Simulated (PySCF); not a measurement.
CH7B2Si (calculated)

All values are calculated (PySCF 2.14.0). Calculation on a computer-drawn molecule: the log of a Hartree-Fock and frozen-core CCSD(T) single point meant for a local Hartree-Fock minimum, with one planted fault or none, to be diagnosed. Offsets are logged minus clean, where the clean run is the same molecule without the fault. The reference is restricted for singlets and unrestricted otherwise, and also for a bond in bohr or an excited solution. Adding or removing an electron swaps singlet and doublet. The excited solution moves the top pair (singlet) or top alpha electron (doublet) to the lowest empty orbital. Highest occupied and lowest empty are orbital energies over both spins, largest force is the largest gradient component, triples share is (T) over the correlation energy, the T1 limit is 0.02 restricted and 0.045 unrestricted, electrons count all cores, a negative frequency is imaginary (commonest isotopes), and the dipole is about the centre of nuclear charge.

### CH7B2Si

Logged structure:
```xyz
11
CH7B2Si
B      1.5551    -1.2480     0.5532
C      0.2377    -0.5548     0.2322
B     -0.8297    -0.9237     1.0346
Si    -2.3116    -1.4750     2.1624
H      1.5470    -2.3207     0.8702
H      2.4972    -0.6684     0.4224
H      0.3138     0.4671     0.1511
H      0.0037    -0.9333    -0.7095
H     -2.3315    -2.8477     2.0312
H     -1.9569    -1.0292     3.4182
H     -3.4038    -0.8342     1.6172
```

```
meant charge                      : 1
meant multiplicity                : 1
meant basis                       : cc-pV(D+d)Z
logged electrons                  : 36
logged basis functions            : 100
logged SCF converged              : yes
logged spin squared               : 0
logged highest occupied           : -18.179 eV
logged lowest empty               : -4.1836 eV
logged largest force              : 0.057372 hartree/bohr
logged T1 diagnostic              : 0.014036
logged D1 diagnostic              : 0.038955
logged triples share              : 0.027085
logged CC converged               : yes
logged dipole magnitude           : 1.5436 debye
logged SCF stable within its kind : yes
logged energy HF                  : -379.90392 hartree
logged energy CCSD(T)             : -380.35069 hartree
possible faults                   : no fault, one electron removed, one electron added, multiplicity raised by two, geometry at a saddle point, SCF held on an excited solution, minimal basis STO-3G, one bond length entered in bohr, all coordinates scaled
```

Drawn bonds:
```csv
atom,other atom,order
1,2,1
2,3,1
3,4,1
1,5,1
1,6,1
2,7,1
2,8,1
4,9,1
4,10,1
4,11,1
```

Questions
1. Which fault was planted in the run of CH7B2Si?

## Answers
1. all coordinates scaled, by -6.2 %

Further results for CH7B2Si:

```
HF energy offset from clean run      : 24.8 kcal/mol
CCSD(T) energy offset from clean run : 27.8 kcal/mol
```
